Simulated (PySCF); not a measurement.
Match the calculated data to a structure.

All candidates are C3H12SSi2.

| technique | computed result |
| --- | --- |
| Triplet | lowest triplet excitation (Tamm–Dancoff): 5.04 eV [TDA PBE0/def2-SVPD] |
| UV, first state | lowest singlet excitation: 5.36 eV (231 nm, f = 0.003) [TDDFT PBE0/def2-SVPD] |
| NMR, other nuclei | isotropic shieldings of nuclei other than C and H, by class: 369 (1 Si), 392 (1 Si), 715 (1 S) ppm [GIAO PBE0/pcSseg-1] |
| Rotational structure | rotational constants A, B, C: 3.142, 0.944, 0.790 GHz [GFN2-xTB] |
| 13C NMR | chemical shifts (computed TMS as zero) by class: 14.9 (1 C), -4.4 (1 C), -8.7 (1 C) ppm [GIAO PBE0/pcSseg-1] |
| Polarisability | 111.6 au [PBE0/def2-SVPD] |
| Dipole | 0.93 D [PBE0/def2-SVPD] |
| 1H NMR | chemical shifts (computed TMS as zero) by class: 4.83 (2 H), 4.36 (2 H), 2.02 (3 H), 0.29 (3 H), 0.02 (2 H) ppm [GIAO PBE0/pcSseg-1] |

Electronic properties: PySCF, gas phase, density fitting. Levels stand in brackets. Isolated species at its GFN2-xTB geometry (one conformer only). Each NMR value is the plain mean over a class of atoms that symmetry, rotation or inversion makes alike.

Problem. Which candidate is it?
A. `[SiH3]C([SiH3])CCS`
B. `C[SiH2]C[SiH2]SC`
C. `CC[C@H]([SiH3])S[SiH3]`

Solution. B. It is `C[SiH2]C[SiH2]SC`. Numbering: `[CH3:1][SiH2:2][CH2:3][SiH2:4][S:5][CH3:6]`. Its formula, C3H12SSi2, gives 0 degrees of unsaturation, so no ring and no π bond. 3 carbons fall into 3 classes; from least to most shielded: S-methyl carbon [C6] (14.9 ppm), Si-methyl carbon [C1] (-4.4 ppm), sp3 carbon bound to silicon [C3] (-8.7 ppm). Hydrogen classes from least to most shielded: 2 H on an SiH2 silicon, Si4 (4.83 ppm), 2 H on an SiH2 silicon, Si2 (4.36 ppm), 3 H on an S-methyl carbon, C6 (2.02 ppm), 3 H on an Si-methyl carbon, C1 (0.29 ppm), 2 H on an sp3 carbon bound to silicon, C3 (0.02 ppm). The other shieldings belong to: 369 ppm, SiH2 silicon [Si4]; 392 ppm, SiH2 silicon [Si2]; 715 ppm, sulfur bonded to C and Si [S5]. The optimised geometry has point group C1 and is an asymmetric top.

The others, at the same levels:
- `CC[C@H]([SiH3])S[SiH3]` fails: its computed 13C shifts are 29.8 (1 C), 28.8 (1 C), 15.3 (1 C) ppm, 1H shifts are 4.50 (3 H), 4.08 (3 H), 2.03 (1 H), 1.79 (1 H), 1.44 (1 H), 1.34 (3 H) ppm and rotational constant A is 1.775 GHz (against 3.142 GHz).
- `[SiH3]C([SiH3])CCS` fails: its computed 13C shifts are 41.8 (1 C), 34.4 (1 C), 3.6 (1 C) ppm, 1H shifts are 3.91 (6 H), 2.45 (2 H), 1.67 (2 H), 1.47 (1 H), 0.16 (1 H) ppm and static isotropic polarisability is 114.0 au (against 111.6 au).

Each candidate is one conformer, not necessarily the lowest. Dipoles, sizes and rotational constants follow the conformer. The torsions of the flexible species, by atom-mapped SMILES:
- `[CH3:1][SiH2:2][CH2:3][SiH2:4][S:5][CH3:6]`: C1–Si2–C3–Si4 -53°, Si2–C3–Si4–S5 78°, C3–Si4–S5–C6 178°
- `[CH3:1][CH2:2][C@H:3]([SiH3:4])[S:5][SiH3:6]`: C1–C2–C3–Si4 -173°, C2–C3–S5–Si6 58°
- `[SiH3:1][CH:2]([SiH3:3])[CH2:4][CH2:5][SH:6]`: Si1–C2–C4–C5 64°, C2–C4–C5–S6 179°, H–S6–C5–C4 -59°
